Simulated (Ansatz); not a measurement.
Consider the isomerisation: `S[SiH2][SiH2]CCl` → `C[SiH2]S[SiH2]Cl`.

Gas-phase electronic energies from Ansatz, PBE0-D4/def2-TZVP geometries. CCSD(T)/CBS is the MP2 limit (def2-TZVPP, def2-QZVPP) plus CCSD(T) − MP2 in def2-TZVPP, frozen cores. Functionals use def2-TZVPP. One conformer a species, not always the lowest.

`S[SiH2][SiH2]CCl`:

Cartesian coordinates in Å:
```
S -0.483 -2.124 -2.482
Si -0.786 -1.368 -0.498
Si 0.640 0.454 -0.119
C 0.318 1.236 1.569
Cl 1.397 2.637 1.817
H -0.663 -0.935 -3.083
H -2.208 -0.989 -0.265
H -0.461 -2.515 0.389
H 0.395 1.472 -1.176
H 2.053 0.005 -0.192
H 0.505 0.532 2.381
H -0.708 1.595 1.658
```

`C[SiH2]S[SiH2]Cl`:

```xyz
12

C    -1.771   -0.164    0.969
Si   -0.293   -1.099    0.333
S     1.549   -0.113    0.845
Si    1.688    0.933   -0.995
Cl    3.083    2.419   -0.782
H    -1.722   -0.064    2.055
H    -2.694   -0.688    0.710
H    -1.808    0.838    0.534
H    -0.217   -2.460    0.921
H    -0.343   -1.216   -1.153
H     2.136    0.049   -2.094
H     0.393    1.565   -1.343
```

| level | ΔE (kJ/mol) |
| --- | --- |
| r2SCAN | -242.8 |
| PBE0 | -232.6 |

**Question.** What does CCSD(T)/CBS give? (Estimate.)

**Answer.** Computed: -242.9 kJ/mol. The listed levels differ from it by 0.1, 10.3 kJ/mol.

Largest T1 diagnostic among the species: 0.011.

The D4 term adds −4.3 kJ/mol with B3LYP and −2.2 kJ/mol with PBE0; it sums over pairs of atoms, weighted by their polarisabilities, and B3LYP, whose exchange is more repulsive, gets the larger term. From PBE to PBE0 (25 % exact exchange), in def2-TZVPP and without D4, ΔE moves by −10.2 kJ/mol.

B3LYP here is the variant with VWN-RPA as its local correlation; programs differ in this.
